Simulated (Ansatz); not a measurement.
Basis-set series for `O=C[Se][Zn][Cl]`. Charge 0, multiplicity 1. The structure was optimised at the PBE0-D4/def2-TZVP level. It is one conformer, not always the lowest.

```csv
functional,basis,functions,energy (Eh),HOMO (eV),LUMO (eV)
PBE0-D4,def2-TZVPP,230,-4754.43360,-7.87,-2.11
PBE0-D4,def2-QZVPP,403,-4754.54860,-7.88,-2.14
ωB97M-V,def2-TZVPP,230,-4754.95267,-9.92,0.03
ωB97M-V,def2-QZVPP,403,-4755.06354,-9.94,-0.04
```

Q: Give the rows for def2-SVP. (An estimate is asked.)

A: Ansatz gave: 
```json
{"functional": "PBE0-D4", "basis": "def2-SVP", "functions": "114", "energy (Eh)": "-4753.59251", "HOMO (eV)": "-7.74", "LUMO (eV)": "-1.86"}
{"functional": "ωB97M-V", "basis": "def2-SVP", "functions": "114", "energy (Eh)": "-4754.11154", "HOMO (eV)": "-9.75", "LUMO (eV)": "0.45"}
```

Positive LUMOs are unbound and depend on the basis. Scalar relativity is left out up to krypton.
